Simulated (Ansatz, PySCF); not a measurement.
C₃H₅FOSi, SMILES F[Si@H]1C=CCO1. Atoms are numbered in the order given.

```xyz
11

F      1.7454     0.0724    -1.1560
Si     0.8800    -0.0051     0.2196
C     -0.3881     1.3399     0.3611
C     -1.5852     0.7325     0.2679
C     -1.5759    -0.7708     0.1275
O     -0.2413    -1.2431     0.1543
H      1.8832    -0.2196     1.2836
H     -0.2887     2.4226     0.4599
H     -2.5493     1.2548     0.2812
H     -2.0697    -1.0736    -0.8160
H     -2.1488    -1.2401     0.9494
```
Charge 0, spin multiplicity 1.

Geometry: B3LYP-D3(BJ)/def2-SVP. The structure was generated by enumeration; whether it is a known compound was not checked. Other conformers were not sampled.

Two levels are set side by side: PBE-D3(BJ)/def2-SVP (Ansatz, a program for electronic structure) and B3LYP-D3(BJ)/def2-SVP (Ansatz). Each level has its own optimised geometry; the coordinates shown are those of the second. Frequencies come from the Hessian of PySCF at each geometry. Differences are taken from unrounded values.

```json
[
 {"quantity": "mean bond length (Å)", "B3LYP-D3(BJ)": "1.391"},
 {"quantity": "bond F1–Si2 (Å)", "B3LYP-D3(BJ)": "1.627"},
 {"quantity": "bond Si2–C3 (Å)", "B3LYP-D3(BJ)": "1.854"},
 {"quantity": "bond Si2–O6 (Å)", "B3LYP-D3(BJ)": "1.672"},
 {"quantity": "bond C3–C4 (Å)", "B3LYP-D3(BJ)": "1.346"},
 {"quantity": "bond C4–C5 (Å)", "B3LYP-D3(BJ)": "1.510"},
 {"quantity": "bond C5–O6 (Å)", "B3LYP-D3(BJ)": "1.416"},
 {"quantity": "bond Si2–H7 (Å)", "B3LYP-D3(BJ)": "1.478"},
 {"quantity": "bond C3–H8 (Å)", "B3LYP-D3(BJ)": "1.092"},
 {"quantity": "bond C4–H9 (Å)", "B3LYP-D3(BJ)": "1.097"},
 {"quantity": "bond C5–H10 (Å)", "B3LYP-D3(BJ)": "1.107"},
 {"quantity": "bond C5–H11 (Å)", "B3LYP-D3(BJ)": "1.106"},
 {"quantity": "highest harmonic wavenumber (cm⁻¹)", "B3LYP-D3(BJ)": "3210"},
 {"quantity": "mean harmonic wavenumber (cm⁻¹)", "B3LYP-D3(BJ)": "1259"},
 {"quantity": "zero-point energy (kcal/mol)", "B3LYP-D3(BJ)": "48.60"}
]
```

**Question.** What does PBE-D3(BJ) give, and how far is it from B3LYP-D3(BJ)? (Estimate from the structure and the level; the computed values follow.)

**Answer.** 
```json
[
 {"quantity": "mean bond length (Å)", "PBE-D3(BJ)": "1.400", "PBE-D3(BJ) minus B3LYP-D3(BJ)": "0.008"},
 {"quantity": "bond F1–Si2 (Å)", "PBE-D3(BJ)": "1.639", "PBE-D3(BJ) minus B3LYP-D3(BJ)": "0.013"},
 {"quantity": "bond Si2–C3 (Å)", "PBE-D3(BJ)": "1.858", "PBE-D3(BJ) minus B3LYP-D3(BJ)": "0.004"},
 {"quantity": "bond Si2–O6 (Å)", "PBE-D3(BJ)": "1.687", "PBE-D3(BJ) minus B3LYP-D3(BJ)": "0.016"},
 {"quantity": "bond C3–C4 (Å)", "PBE-D3(BJ)": "1.355", "PBE-D3(BJ) minus B3LYP-D3(BJ)": "0.009"},
 {"quantity": "bond C4–C5 (Å)", "PBE-D3(BJ)": "1.509", "PBE-D3(BJ) minus B3LYP-D3(BJ)": "-0.001"},
 {"quantity": "bond C5–O6 (Å)", "PBE-D3(BJ)": "1.419", "PBE-D3(BJ) minus B3LYP-D3(BJ)": "0.003"},
 {"quantity": "bond Si2–H7 (Å)", "PBE-D3(BJ)": "1.492", "PBE-D3(BJ) minus B3LYP-D3(BJ)": "0.014"},
 {"quantity": "bond C3–H8 (Å)", "PBE-D3(BJ)": "1.099", "PBE-D3(BJ) minus B3LYP-D3(BJ)": "0.008"},
 {"quantity": "bond C4–H9 (Å)", "PBE-D3(BJ)": "1.105", "PBE-D3(BJ) minus B3LYP-D3(BJ)": "0.008"},
 {"quantity": "bond C5–H10 (Å)", "PBE-D3(BJ)": "1.117", "PBE-D3(BJ) minus B3LYP-D3(BJ)": "0.010"},
 {"quantity": "bond C5–H11 (Å)", "PBE-D3(BJ)": "1.116", "PBE-D3(BJ) minus B3LYP-D3(BJ)": "0.009"},
 {"quantity": "highest harmonic wavenumber (cm⁻¹)", "PBE-D3(BJ)": "3151", "PBE-D3(BJ) minus B3LYP-D3(BJ)": "-59"},
 {"quantity": "mean harmonic wavenumber (cm⁻¹)", "PBE-D3(BJ)": "1221", "PBE-D3(BJ) minus B3LYP-D3(BJ)": "-38"},
 {"quantity": "zero-point energy (kcal/mol)", "PBE-D3(BJ)": "47.13", "PBE-D3(BJ) minus B3LYP-D3(BJ)": "-1.47"}
]
```

Exact exchange shortens and stiffens bonds; PBE has none. Differences between two approximate levels are no errors against the true value.
